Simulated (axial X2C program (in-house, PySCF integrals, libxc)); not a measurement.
Low determinants of AsH⁺ at the PBE0 level, two-component

Calculated with an in-house relativistic program for diatomic molecules. Two-component (2c) means X2C with spin–orbit coupling and atomic mean-field two-electron Coulomb and Gaunt terms. Basis: As dyall-cv3z [9s9p6d4f1g], H dyall-v3z [6s2p1d] (cores contracted in-house); Gaussian nuclei, density fitting, unrestricted open shells. Masses: As 74.922 u, H 1.008 u.

Search at 1.530 Å (vertical energies from the lowest determinant):

```json
{"ΔE (eV)": "0.00", "state": "Ω = 1/2", "electrons beyond evenly filled partner blocks": "ω = 1/2", "electrons in ±ω = 1/2, 3/2, 5/2, 7/2": "23 8 2 0"}
{"ΔE (eV)": "0.20", "state": "Ω = 3/2", "electrons beyond evenly filled partner blocks": "ω = 3/2", "electrons in ±ω = 1/2, 3/2, 5/2, 7/2": "22 9 2 0"}
{"ΔE (eV)": "2.62", "state": "Ω = 1/2", "electrons beyond evenly filled partner blocks": "2 × ω = -1/2, ω = 3/2", "electrons in ±ω = 1/2, 3/2, 5/2, 7/2": "22 9 2 0"}
{"ΔE (eV)": "3.41", "state": "Ω = 5/2", "electrons beyond evenly filled partner blocks": "2 × ω = 1/2, ω = 3/2", "electrons in ±ω = 1/2, 3/2, 5/2, 7/2": "22 9 2 0"}
{"ΔE (eV)": "3.61", "state": "Ω = 1/2", "electrons beyond evenly filled partner blocks": "ω = 1/2", "electrons in ±ω = 1/2, 3/2, 5/2, 7/2": "21 10 2 0"}
```

Lowest determinant, Ω = 1/2 (⟨Sz⟩ = -0.50, ⟨Lz⟩ = 1.00 at PBE0): Re = 1.533 Å, ωe = 2183.6 cm⁻¹.

The determinant in row 2 of the search, Ω = 3/2 (⟨Sz⟩ = 0.50, ⟨Lz⟩ = 1.00 at PBE0), was followed along the bond at PBE0; measured from the minimum of the lowest determinant it gives:

Te = 0.204 eV (1645 cm⁻¹), Re = 1.533 Å, ωe = 2184.3 cm⁻¹.

Q: Compare the bond of the determinant in row 2 with that of the lowest one.

A: At PBE0 its Re is the same within 0.001 Å and its force constant, which goes as ωe², is 1.00 times that of the lowest determinant. T0 ≈ Te + Δωe/2 = 1645 + (0) = 1645 cm⁻¹.

The search compares states at one distance, so a state with another bond length can lie lower; it is not exhaustive and yields mostly the lowest determinant of each block pattern, so other components and higher states of one pattern are missing. These are energies of single determinants, not of spin-adapted states; PBE0 term energies can be off by some tenths of an eV, and the functional has no current term.
